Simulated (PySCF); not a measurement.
**Stationary points of Ta₃N**

Computed with PBE0 in PySCF with N def2-SVP, Ta def2-SVP with ECP60; scalar-relativistic core potentials, no spin–orbit coupling; density-fitted integrals.

Relaxations began from a few typed shapes. The search is not exhaustive: other isomers or separated fragments can lie lower, and high-lying points may rest on an excited occupation.

Problem. Which is the lowest minimum found?
A. singlet C2v: N–Ta 1.887 Å (×2), N–Ta 2.124 Å, Ta–Ta 2.375 Å (×2); N–Ta–Ta 49.2° (×2), N–Ta–Ta 58.4° (×2), Ta–N–Ta 72.3° (×2), Ta–N–Ta 144.7°, Ta–Ta–Ta 98.4°
B. singlet Cs: N–Ta 1.897 Å (×2), N–Ta 2.180 Å, Ta–Ta 2.376 Å (×2), Ta–Ta 3.191 Å; N–Ta–Ta 32.7° (×2), N–Ta–Ta 49.0° (×2), N–Ta–Ta 60.1° (×2), Ta–N–Ta 70.9° (×2), Ta–N–Ta 114.5°

Solution. B. The others lie at 13.4 (singlet C2v, a saddle point) kJ/mol above it.

For the lowest minimum: stability towards spin polarisation was not tested. Spin–orbit coupling, left out here, can matter for elements this heavy.
